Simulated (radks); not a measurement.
Results of a calculation; reference values are marked as such.
The lithium ion Li+, configuration [He]. Code: a radial shooting solver on a logarithmic mesh with Libxc functionals. Model: non-relativistic Kohn-Sham, PBE, spin-unpolarised, spherical densities, point nucleus.

Radial electron density D(r) = 4 pi r^2 rho(r):

```
   r/bohr * D(r) (the largest magnitude, 2.79, reaches the edge; | marks zero)
  0.03394 |  *
  0.03983 |   *
  0.04637 |     *
  0.05441 |      *
  0.06335 |        *
  0.07434 |           *
  0.08654 |              *
   0.1016 |                  *
   0.1182 |                       *
   0.1387 |                            *
   0.1628 |                                  *
   0.1895 |                                       *
   0.2224 |                                             *
    0.259 |                                                 *
   0.3039 |                                                     *
   0.3538 |                                                      *
   0.4151 |                                                     *
   0.4833 |                                                  *
   0.5672 |                                           *
   0.6656 |                                   *
   0.7748 |                           *
   0.9093 |                   *
    1.059 |            *
    1.242 |      *
    1.446 |   *
    1.697 | *
    1.976 |*
    2.318 *
```

D(r) has 1 maximum, at r = 0.359 bohr.
